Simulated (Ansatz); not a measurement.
Born–Oppenheimer molecular dynamics of CH$_{6}$FNO$_{2}$Si (12 atoms, charge 0, multiplicity 1). It starts from a relaxed structure.

Theory: UKS B3LYP/STO-3G in Ansatz 0.2.0.

| Item | Value |
| --- | --- |
| ensemble | NVE (velocity Verlet) |
| time step | 1 fs |
| steps asked | 129 |
| starting velocities drawn for | 700 K |
| masses | H 2.014 u |
| seed | 291700 |

First frame:

```xyz
12
Properties=species:S:1:pos:R:3
O -1.406 -1.638 -0.559
C -0.693 -0.761 0.381
O 0.683 -1.254 0.545
F -1.372 -0.814 1.611
N -0.583 0.638 -0.138
Si 1.085 1.264 -0.220
H -1.568 -0.981 -1.329
H 0.607 -2.201 0.158
H -1.242 1.247 0.408
H 0.933 2.652 -0.594
H 1.815 0.575 -1.257
H 1.818 1.218 1.028
```

Task: How far do the bonds stretch over the last three quarters of this one trajectory? (Pairs bonded in most of those frames.)

Result: 
```json
{"bond": "O1–C2", "mean (Å)": "1.479", "spread (Å)": "0.049", "shortest": "1.39", "longest": "1.58"}
{"bond": "O1–H7", "mean (Å)": "1.030", "spread (Å)": "0.027", "shortest": "0.99", "longest": "1.07"}
{"bond": "C2–O3", "mean (Å)": "1.465", "spread (Å)": "0.020", "shortest": "1.43", "longest": "1.51"}
{"bond": "C2–F4", "mean (Å)": "1.411", "spread (Å)": "0.025", "shortest": "1.36", "longest": "1.46"}
{"bond": "C2–N5", "mean (Å)": "1.508", "spread (Å)": "0.032", "shortest": "1.46", "longest": "1.56"}
{"bond": "O3–H8", "mean (Å)": "1.030", "spread (Å)": "0.014", "shortest": "1.00", "longest": "1.05"}
{"bond": "N5–Si6", "mean (Å)": "1.776", "spread (Å)": "0.028", "shortest": "1.71", "longest": "1.81"}
{"bond": "N5–H9", "mean (Å)": "1.051", "spread (Å)": "0.010", "shortest": "1.03", "longest": "1.07"}
{"bond": "Si6–H10", "mean (Å)": "1.447", "spread (Å)": "0.037", "shortest": "1.39", "longest": "1.50"}
{"bond": "Si6–H11", "mean (Å)": "1.446", "spread (Å)": "0.014", "shortest": "1.41", "longest": "1.47"}
{"bond": "Si6–H12", "mean (Å)": "1.453", "spread (Å)": "0.019", "shortest": "1.42", "longest": "1.49"}
```

Mean temperature of the second half: 348 K. The conserved energy stayed within 0.5 meV per atom of its start (net change 0.27 meV per atom), so the integration is sound. The temperature averaged 0.50 of the 700 K drawn at the start: a run that starts near a minimum puts about half its kinetic energy into the potential. A run of 0.13 ps of so small a system gives no equilibrium averages. Limits of this set-up: minimal basis.

Run time: 10 min on 1 thread of AMD EPYC 7R43 64-Core Processor (Zen 3) (shared host), peak memory 0.17 GiB.
